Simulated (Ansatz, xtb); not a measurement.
**Relative energy of two structures of CHClF2Ge**

Structure a: `F[CH](F)[Ge][Cl]`, a singlet. Structure b: a singlet given by its coordinates. Both are isolated molecules in the gas phase, relaxed with B3LYP-D3(BJ)/def2-SVP; the shapes shown needn't be the lowest conformers.

a (Å):

```xyz
6

C    -0.1829   -1.3091   -2.2708
Cl   -0.5338   -4.0292   -0.7378
F    -0.9693   -1.4298   -3.3955
F     0.7018   -0.2927   -2.4824
Ge    0.8103   -3.1135   -2.2357
H    -0.8335   -1.0477   -1.4176
```

b (Å):

```tsv
atom	x (Å)	y (Å)	z (Å)
C	0.6078	-1.0689	0.8507
Cl	-0.6521	-2.0649	1.8291
F	0.8088	-3.1042	-1.0587
F	1.8489	-1.4931	1.1284
Ge	-0.3241	-1.7685	-0.8481
H	0.4714	-0.0367	1.2094
```

Close contacts (Å): C1–Cl2 1.88, C1–F4 1.34, C1–Ge5 2.06, Cl2–Ge5 2.71, F3–Ge5 1.76, C1–H6 1.10.

Problem. Which of the two would you expect CCSD(T)/def2-SVP + ΔMP2/def2-TZVPP electronic energies to favour?

Solution. Too close to call at this level: CCSD(T)/def2-SVP + ΔMP2/def2-TZVPP gives E(b) − E(a) = +0.61 kcal/mol.

Level by level:

```tsv
level	geometry	E(b) − E(a) (kcal/mol)	departure from the last row (kcal/mol)	job, with rough time for the two
B3LYP-D3(BJ)/def2-SVP	B3LYP-D3(BJ)/def2-SVP	+3.94	+3.32	optimisation, 77 s
HF/def2-SVP	B3LYP-D3(BJ)/def2-SVP	+9.72	+9.10	part of the CCSD(T) run
MP2/def2-SVP	B3LYP-D3(BJ)/def2-SVP	+1.97	+1.36	part of the CCSD(T) run
CCSD(T)/def2-SVP	B3LYP-D3(BJ)/def2-SVP	+3.58	+2.97	single point
CCSD(T)/def2-SVP + ΔMP2/def2-TZVPP	B3LYP-D3(BJ)/def2-SVP	+0.61		single point, 48 s
```

The largest departure from CCSD(T)/def2-SVP + ΔMP2/def2-TZVPP is that of HF/def2-SVP, 9.10 kcal/mol. Levels run at GFN2-xTB geometries aren't shown. The last row adds to CCSD(T) the change of the MP2 difference between the two basis sets, here −2.97 kcal/mol.

With harmonic frequencies from B3LYP-D3(BJ)/def2-SVP (ideal gas, rigid rotor, one conformer each, 298.15 K, 1 atm): on the last row, ΔE + ΔZPE = +0.05 kcal/mol. A mode under 50 cm⁻¹ makes harmonic enthalpies and free energies unreliable, so none is given.

The correlated steps freeze 17 core orbitals; the filled d shell of Ge is correlated, in a basis made for valence electrons. Codes used: Ansatz 0.2.0; the last row on 1 thread of Arm Neoverse V1 on a shared host.
